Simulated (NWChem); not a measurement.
## Electron attachment to H6NSi2

```
N
H 1 1.0201
Si 1 1.7528 2 114.93
Si 1 1.7532 2 114.09 3 169.25
H 3 1.4884 1 107.48 2 -172.71
H 3 1.4931 5 110.11 1 -119.83
H 3 1.4951 5 108.81 6 -117.45
H 4 1.4982 1 107.48 2 161.05
H 4 1.5020 8 110.23 1 118.04
```
Charge 0, spin multiplicity 2.

Program: NWChem. All single points use one geometry, from UB3LYP/def2-SVP, a minimum by its harmonic frequencies. It is one conformer; others weren't searched.

Basis set: def2-SVPD. The species with one electron more has spin multiplicity 1 and keeps the geometry of the parent. Δ marks differences of total energies (open shells unrestricted). −ε marks an orbital energy of the parent. That orbital need not have the symmetry of the hole or added electron in the Δ rows. The basis adds only a small set of diffuse functions.

B3LYP has NWChem's definition, with VWN1-RPA local correlation. The structure started from a generated list of species. The stability of the SCF solutions was not checked. Open-shell Hartree-Fock references start from PBE0 orbitals.

**Question.** For the vertical electron affinity, −ε(beta LUMO) of B3LYP gives 2.38 eV and −ε(beta LUMO) of BP86 gives 3.04 eV. What do −ε(beta LUMO) of PBE, −ε(beta LUMO) of HF, ΔB3LYP give?

**Answer.** −ε(beta LUMO) of PBE: 2.90 eV; −ε(beta LUMO) of HF: -1.58 eV; ΔB3LYP: 0.31 eV.
